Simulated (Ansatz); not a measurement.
FH₃OSiZn (`[F][Zn][O][SiH3]`). Total charge 0; spin multiplicity 1. Geometry: relaxed with PBE0-D4/def2-TZVP. It is one conformer, not always the lowest.

```xyz
7

F    -0.050    2.233   -2.987
Zn    0.253    1.219   -1.612
O     0.634    0.209   -0.239
Si   -0.050   -0.697    0.928
H     1.024   -1.279    1.773
H    -0.951    0.120    1.790
H    -0.860   -1.806    0.347
```

(1) What is the dipole moment at r2SCAN/def2-TZVPP? (Estimate.)

(2) And with PBE, B3LYP, ωB97M-V? (Best estimate.)

(3) Give the Mulliken charges with r2SCAN, PBE, ωB97M-V in def2-TZVPP. (Best estimate.)

Answers

(1) The calculation gave: 0.69 D, with components (0.05, -0.41, 0.55) D in this frame, pointing from negative to positive charge.

(2) The calculation gave: PBE 0.67 D, B3LYP 0.76 D, ωB97M-V 0.68 D.

(3) Ansatz gave: 
```json
{"atom": "F1", "r2SCAN": "-0.46", "PBE": "-0.41", "ωB97M-V": "-0.47"}
{"atom": "Zn2", "r2SCAN": "0.75", "PBE": "0.62", "ωB97M-V": "0.77"}
{"atom": "O3", "r2SCAN": "-0.50", "PBE": "-0.38", "ωB97M-V": "-0.50"}
{"atom": "Si4", "r2SCAN": "0.49", "PBE": "0.38", "ωB97M-V": "0.35"}
{"atom": "H5", "r2SCAN": "-0.09", "PBE": "-0.07", "ωB97M-V": "-0.04"}
{"atom": "H6", "r2SCAN": "-0.09", "PBE": "-0.07", "ωB97M-V": "-0.05"}
{"atom": "H7", "r2SCAN": "-0.09", "PBE": "-0.07", "ωB97M-V": "-0.05"}
```

B3LYP here is the variant with VWN-RPA as its local correlation; programs differ in this.
